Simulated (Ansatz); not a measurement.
Stepwise reaction of `[CH3][Ge]([NH2])([Cl])[Cl]` with hydrogen fluoride, as a gas-phase model of exchange steps in deposition or etching. ΔE in kJ/mol; ΔG adds harmonic PBE0-D4 terms to CCSD(T)/CBS, at 1 bar.

Isolated molecules relaxed with PBE0-D4/def2-TZVP in Ansatz; ΔE leaves out vibrations. CCSD(T)/CBS adds triple-zeta CCSD(T) − MP2 to the extrapolated MP2 energy (def2 sets, frozen cores). This one scheme is used for every species. DFT in def2-TZVPP. B3LYP here is the variant with VWN-RPA as its local correlation; programs differ in this. For Ge outer-core shells are correlated without core-valence functions, which leaves a few kJ/mol of doubt a bond. Scalar relativity is left out up to krypton. Each species was taken in one conformer, which may not be the lowest.

| step | reaction | PBE-D4 | B3LYP-D4 | ωB97M-V | CCSD(T)/CBS | ΔG(400 K) |
| --- | --- | --- | --- | --- | --- | --- |
| 1 | `[CH3][Ge]([NH2])([Cl])[Cl]` + H–F → `[CH3][Ge]([NH2])([F])[Cl]` + HCl | 0.7 | -2.5 | -2.2 | 3.2 | 0.3 |
| 2 | `[CH3][Ge]([NH2])([F])[Cl]` + H–F → `[CH3][Ge]([NH2])([F])[F]` + HCl | 8.4 | 3.7 | 2.8 | 6.6 | 0.4 |

(1) By hand: ΔE of the 2 steps together at CCSD(T)/CBS.

## Answers

(1) (3.2) + (6.6) = 9.8 kJ/mol, or 4.9 kJ/mol a step.

In ΔE the steps differ by no more than 3.4 kJ/mol. ΔG lies between 0.3 and 0.4 kJ/mol a step. PBE-D4 differs from CCSD(T)/CBS by -2.5 to 1.8 kJ/mol a step. Isolated molecules leave out the surface, adducts and barriers. Largest T1 diagnostic: 0.011.
